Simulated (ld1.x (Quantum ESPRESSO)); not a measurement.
**Sn (Z = 50): excitation energies, all-electron against TM**

```json
{
  "Element": "tin",
  "Generator": "ld1.x (Quantum ESPRESSO) 7.5",
  "Type": "norm-conserving Troullier–Martins (Kleinman–Bylander form)",
  "Functional": "LDA (PZ)",
  "Relativity": "scalar-relativistic",
  "Frozen core": "[Kr] 4d10",
  "Valence charge": "4",
  "Reference configuration": "5s2 5p1.5 (charge +0.5)",
  "Partial waves": "5p (bound): rc 2.55 bohr; 5d channel at 0.1 Ry: rc 2.00 bohr; 5s (bound): rc 1.65 bohr",
  "Local potential": "the s channel",
  "Core correction": "Bessel-smoothed model core inside 1.55 bohr"
}
```

Energies are relative to the spin-unpolarised reference configuration 5s2 5p1.5; without spin polarisation the order of configurations can differ from experiment. Spin-polarised rows fill each open shell by Hund’s rule, majority spin first.

```tsv
valence configuration	charge	ΔE all-electron (eV)	error AE − PS (meV)
5s2 5p2	0	-2.716	-0.5
5s2 5p1	+1	4.382	-3.4
5s0 5p4	0	11.684	-54
5s1 5p3	0	4.358	-11
5s1 5p2	+1	12.116	-28
5s1 5p0	+3	50.097	-291
5s2 5p1.5 (spin-polarised)	+0.5	-0.304	-1.6
5s2 5p2 (spin-polarised)	0	-3.191	-2.5
```

(1) What are ΔE and the potential's error for 5s2 5p0?

Levels in the configuration 5s2 5p0:

```csv
level,all-electron (eV),pseudo (eV)
5s,-26.534,-26.645
```

Note: ghost state, extra bound levels that the all-electron valence spectrum of the same l lacks: d at -43.9 eV. A true bound ghost makes a file unfit for plane-wave use.

Results:

(1) ΔE = 18.646 eV all-electron; the error (AE − PS) is -44 meV.
